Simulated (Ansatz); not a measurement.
This geometry of Cl2F3HOW + ClH (10 atoms, charge 0, multiplicity 1) is a first-order saddle point.

Method: RKS PBE/def2-SVP in Ansatz.

```xyz
10
Properties=species:S:1:pos:R:3
W 0.162 -0.159 -0.046
F 0.613 0.503 1.907
Cl 2.410 0.097 -0.415
O -0.238 1.696 0.044
H -0.570 2.085 -0.794
F -1.449 -0.617 0.791
Cl 0.070 -2.201 -1.190
F -0.390 0.306 -1.811
Cl 1.025 -2.024 1.773
H 0.907 -0.620 2.269
```

(1) Which two structures does it join? (They come from a converged band through this point; their orientation in space is the band's.)

(2) How far does it lie above each of them?

Results:

(1) Bonds broken: W1–F2, Cl9–H10. Bonds formed: W1–Cl9, F2–H10. Cl2F3HOW + ClH becomes Cl3F2HOW + FH.

Image 0:

```xyz
10
Properties=species:S:1:pos:R:3
W -0.044 0.063 -0.417
F 0.182 -0.133 1.456
Cl 2.228 0.064 -0.707
O -0.124 1.930 -0.235
H -0.854 2.548 -0.033
F -1.916 0.146 -0.148
Cl -0.302 -2.230 -0.546
F -0.304 0.162 -2.267
Cl 2.322 -2.160 2.821
H 1.350 -1.323 2.604
```

Image 8:

```xyz
10
Properties=species:S:1:pos:R:3
W 0.047 -0.425 -0.646
F 0.672 1.231 2.726
Cl 2.219 -0.135 -1.377
O 0.076 1.139 0.313
H 0.279 1.414 1.278
F -1.768 -0.710 -0.231
Cl 0.108 -2.624 -1.371
F -0.566 0.301 -2.253
Cl 0.707 -1.396 1.485
H 0.766 0.271 2.604
```

(2) 83.0 kJ/mol above the first and 84.5 kJ/mol above the second. This is the barrier of this one path; another mechanism may lie lower. The orbitals stay closed-shell, which can raise the energy where a bond breaks towards radicals; this wasn't checked here.

Run time: 14 min on 4 threads of Arm Neoverse V1 (shared host), peak memory 0.29 GiB.
